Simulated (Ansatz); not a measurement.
Ansatz (a program for electronic structure) input (CCSD(T)/aug-cc-pVDZ):

Ansatz 0.2 input:
```yaml
crystal:
  periodic: [false, false, false]
  atoms:
    - {symbol: F, position_ang: [1.62366939, -0.70877126, 0.00655208]}
    - {symbol: C, position_ang: [0.62960353, 0.19732856, -0.01250073]}
    - {symbol: C, position_ang: [-0.62960353, -0.19732856, 0.01250073]}
    - {symbol: F, position_ang: [-1.62366939, 0.70877126, -0.00655208]}
    - {symbol: H, position_ang: [0.96175387, 1.22502656, -0.04851780]}
    - {symbol: H, position_ang: [-0.96175387, -1.22502656, 0.04851780]}
basis:
  gaussian:
    orbitals: aug-cc-pVDZ
magnetization: {spin_polarized: false}
correlation: {method: ccsd_t, electrons: outside_noble_gas}
output: {forces: true}
```

Output:

```
Functional definition: HF
integrals: 0.17 GiB planned
1064 factors; integrals over basis functions are off by at most 5.0e-4 eV
mean field: 0.32 GiB planned
mean field evaluation 1: about -7502.4262 eV, gradient 2.5e1 eV
mean field evaluation 2: about -7502.4273 eV, gradient 2.5e1 eV
mean field evaluation 4: about -7503.8145 eV, gradient 3.5e0 eV
mean field evaluation 8: about -7503.8414 eV, gradient 6.4e-5 eV
mean field evaluation 16: about -7503.8406 eV, gradient 4.4e-1 eV
mean field -7503.84140689 eV, -275.7610854169 hartree, gradient 1.5e-6 eV, S^2 0.000000; 0 other end points of the search recorded, 0 dependent functions left out
4 core orbitals not correlated
reference -7503.84140689 eV, -275.7610854169 hartree; 12, 12 occupied and 94, 94 virtual orbitals, 1064 factors
densities: 0.81 GiB planned
second order -18.30126665 eV of doubles, -0.00000000 eV of singles
coupled cluster: 0.54 GiB planned
cycle   1  -18.35814816 eV  change   -5.7e-2 eV  update   1.0e-1
cycle   2  -18.78973608 eV  change   -4.3e-1 eV  update   3.2e-2
cycle   3  -18.91672526 eV  change   -1.3e-1 eV  update   1.7e-2
cycle   4  -18.91245224 eV  change    4.3e-3 eV  update   3.8e-3
cycle   5  -18.90986834 eV  change    2.6e-3 eV  update   1.5e-3
cycle   6  -18.91104758 eV  change   -1.2e-3 eV  update   3.8e-4
cycle   7  -18.91097862 eV  change    6.9e-5 eV  update   1.2e-4
cycle   8  -18.91090763 eV  change    7.1e-5 eV  update   3.3e-5
cycle   9  -18.91091213 eV  change   -4.5e-6 eV  update   1.2e-5
cycle  10  -18.91091793 eV  change   -5.8e-6 eV  update   3.7e-6
perturbative correction -0.58618822 eV, -0.0215420197 hartree
the calculation of the forces begins
Total energy: -7523.33851304 eV, -276.4775908524 hartree
Atom 0 at     1.623669    -0.708771     0.006552 Å, force     0.616803    -0.598517     0.012978 eV/Å
Atom 1 at     0.629604     0.197329    -0.012501 Å, force     0.813257     0.678463    -0.029641 eV/Å
Atom 2 at    -0.629604    -0.197329     0.012501 Å, force    -0.813257    -0.678463     0.029641 eV/Å
Atom 3 at    -1.623669     0.708771    -0.006552 Å, force    -0.616803     0.598517    -0.012978 eV/Å
Atom 4 at     0.961754     1.225027    -0.048518 Å, force     0.140834     0.457979    -0.015980 eV/Å
Atom 5 at    -0.961754    -1.225027     0.048518 Å, force    -0.140834    -0.457979     0.015980 eV/Å
Dipole moment:    -0.000000    -0.000000     0.000000 e Å
```
